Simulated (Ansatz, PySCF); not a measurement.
Species: sum formula BN3H5 (charge 0, doublet). It need not be the lowest isomer of its formula. 
Coordinates optimised at B3LYP-D3(BJ)/def2-TZVP (Ansatz, a first-principles code):
```xyz
9

B      0.0394     0.0100    -0.0037
N      1.4919     0.0940    -0.1718
N     -0.6022    -1.2419     0.2227
N     -0.6945     1.2161    -0.1354
H      2.0107    -0.4323     0.5339
H     -0.0840    -2.1003     0.2830
H     -1.5855    -1.3862     0.0665
H     -0.2312     2.0824    -0.3444
H     -1.6732     1.3093     0.0703
```
Charge 0, spin multiplicity 2.

Property: atomisation energy (electronic, to ground-state atoms), in eV. Cores are frozen in the correlated levels unless marked. Open shells are spin-unrestricted. No spin-orbit coupling. No relativistic terms. The coupled-cluster limit lacks core correlation, which all-electron functionals hold. CBS marks a two-point X^-3 extrapolation of the correlation energy; Hartree-Fock from the larger set. [CCSD(T)-MP2]/basis is that difference in the basis named.

| level | program | atomisation energy (eV) |
|---|---|---|
| HF-D3(BJ)/def2-TZVPD | PySCF + dftd3 | 24.48 |
| HF-D4/def2-TZVPD | PySCF + dftd4 | 23.81 |
| SVWN5/def2-TZVPD | Ansatz | ___ |
| PBE-D3(BJ)/def2-TZVPD | Ansatz + dftd3 | 35.30 |
| BLYP/def2-TZVPD | Ansatz | ___ |
| revPBE/def2-TZVPD | Ansatz | 33.83 |
| PBE0/STO-3G | Ansatz | 36.81 |
| PBE0/def2-SVP | Ansatz | ___ |
| PBE0-D3(BJ)/def2-TZVP | Ansatz + dftd3 | ___ |
| PBE0/def2-QZVPP | Ansatz | 34.34 |
| BHLYP/def2-TZVPD | Ansatz | 33.15 |
| r2SCANh/def2-TZVPD | Ansatz | 33.83 |
| RPA@PBE/cc-pVTZ | Ansatz | 31.87 |
| SCS-MP2/aug-cc-pVDZ | Ansatz | 31.65 |
| CCSD(T) with core electrons/cc-pwCVTZ | Ansatz | 32.98 |
| RI-MP2/CBS(aug-cc-pVTZ,aug-cc-pVQZ)+[CCSD(T)-MP2]/aug-cc-pVTZ | Ansatz | 34.00 |

Problem. What belongs in the gaps?

Solution. 
- SVWN5/def2-TZVPD, atomisation energy (eV): 39.52
- BLYP/def2-TZVPD, atomisation energy (eV): 34.52
- PBE0/def2-SVP, atomisation energy (eV): 34.31
- PBE0-D3(BJ)/def2-TZVP, atomisation energy (eV): 34.29
